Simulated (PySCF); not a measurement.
GaH4O2P, SMILES [OH][Ga]([OH])[PH2]. Heavy atoms are numbered as in [Ga:1]([OH:2])([OH:4])[PH2:6]. Hydrogens are named by the atom that carries them.

Coordinates come from a ωB97X-D3(BJ)/def2-SVP optimisation. The structure was generated by enumeration; whether it is a known compound was not checked. The values are those of a single conformer.

Calculation: PySCF with r2SCAN/def2-TZVP.

ESP charges are fitted to the potential on shells at 1.4 to 2.0 van der Waals radii. Atomic charges (e), one atom of each kind:

```tsv
atom	Löwdin	ESP fit
Ga1	-0.09	0.76
O2 (OH)	-0.21	-0.73
H on O2	0.16	___
P6 (PH2)	0.09	___
H on P6	0.04	___
```

Task: Complete the blanks. (An estimate is asked for; the answer gives what the named calculation found.)

Result: 
- H on O2, ESP fit: 0.39
- P6 (PH2), ESP fit: -0.22
- H on P6, ESP fit: 0.07
